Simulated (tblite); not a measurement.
Run record: tight-binding relaxation, `[SiH2]SBC1CC1` [radical].

Computed with GFN2-xTB geometry optimisation, gas phase (tblite 0.8.0). Start geometry: from a force field or distance geometry. The command runs a driver script over a list of jobs; the input below is this job's line of settings and its coordinates in Å.

Command:
```bash
OMP_NUM_THREADS=1 python probes_run.py task.json out
```

Input:
```
{"job": {"kind": "relax", "xc": "GFN2-xTB", "basis": "xTB"}, "charge": 0, "multiplicity": 2}
Si     3.562000    -0.469300    -0.406900
S      1.578000    -1.112800     0.170500
B      0.507800     0.332600     0.683300
C     -1.023000     0.106200     1.074200
C     -1.882000    -0.730900     0.140400
C     -2.024300     0.770100     0.177200
H      3.673500     0.928000     0.077300
H      4.609300    -1.259700     0.251600
H      0.801200     1.453400     0.413200
H     -1.287700     0.083400     2.154000
H     -2.701600    -1.336100     0.544700
H     -1.274500    -1.205800    -0.662900
H     -2.982300     1.138300     0.609100
H     -1.556900     1.302200    -0.687800
```

Output:
```
step      E/eV     max force
  0    -453.05799    1.395
  1    -453.18364    1.029
  2    -453.29873    0.572
  3    -453.32353    0.407
  4    -453.35829    0.377
  5    -453.37556    0.393
  6    -453.40396    0.432
  7    -453.42446    0.388
  8    -453.44566    0.403
  9    -453.45984    0.369
... (139 lines left out)
149    -453.66619    0.089
150    -453.66676    0.060
151    -453.66723    0.070
152    -453.66744    0.041
153    -453.66722    0.107
154    -453.66769    0.023
155    -453.66777    0.016
156    -453.66789    0.022
157    -453.66791    0.014
158    -453.66793    0.007
```

«max force» is the largest atomic force in eV/Å.

Q: From which step on does the largest force stay under 0.1 eV/Å, and how much energy is left to gain from there?

A: From step 154 (0.023 eV/Å), 0.2 meV above the end.

Main results: energy lowered by 14.1 kcal/mol over 158 steps; largest atomic force 0.007 eV/Å at the end.

Q: Where do the atoms end?

A: 0.909 Å rms from the input after alignment:
```
atom  x, y, z in Å
Si1    3.4224    0.0409   -0.3059
S2     1.3123   -0.3215   -0.5535
B3     0.5255    0.4785    0.8262
C4    -1.0115    0.4141    0.9796
C5    -1.7980   -0.8097    0.5360
C6    -1.9228    0.4457   -0.2379
H7     3.7965   -0.0121    1.0994
H8     4.0565   -0.9516   -1.1539
H9     1.1937    1.0402    1.6100
H10   -1.4282    0.9104    1.8515
H11   -2.6213   -1.1249    1.1596
H12   -1.2405   -1.6239    0.0973
H13   -2.8345    1.0193   -0.1625
H14   -1.4507    0.4941   -1.2078
```

Q: How long does this job take on one thread of an Arm Neoverse V1, no GPU, shared host with 32 logical CPUs at a one-minute load of 13?

A: About 1.0 s.
Labels such as C1 count atoms from 1, the log's own numbers from 0.
